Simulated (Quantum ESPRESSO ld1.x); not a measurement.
Question: Neutral strontium, 38 electrons, occupied as [Kr] 5s2 (the NIST ground configuration). Calculated with ld1.x of Quantum ESPRESSO 7.5: Dirac Kohn-Sham, BLYP, spin-unpolarised, spherical densities, point nucleus. Some entries of the table are withheld. Estimate them.

orbital  occ.  eigenvalue (eV)  <r> (bohr)  <r^2> (bohr^2)
1s1/2       2       -15934.194         (1)        0.002067
2s1/2       2              (2)      0.1722         0.03501
2p1/2       2              (3)      0.1475         0.02669
2p3/2       4              (4)      0.1516         0.02810
3s1/2       2         -333.129      0.4921          0.2782
3p1/2       2         -262.802      0.4915          0.2823
3p3/2       4         -252.305      0.5020          0.2943
3d3/2       4              (5)      0.4963          0.3005
3d5/2       6              (6)      0.5000          0.3049
4s1/2       2          -40.618       1.356           2.093
4p1/2       2              (7)       1.547           2.764
4p3/2       4              (8)       1.582           2.891
5s1/2       2           -3.376       4.309           21.26

Answer: 
(1) 1s1/2 <r> (bohr): 0.03916
(2) 2s1/2 eigenvalue (eV): -2157.016
(3) 2p1/2 eigenvalue (eV): -1963.275
(4) 2p3/2 eigenvalue (eV): -1894.819
(5) 3d3/2 eigenvalue (eV): -128.798
(6) 3d5/2 eigenvalue (eV): -126.966
(7) 4p1/2 eigenvalue (eV): -23.331
(8) 4p3/2 eigenvalue (eV): -22.163
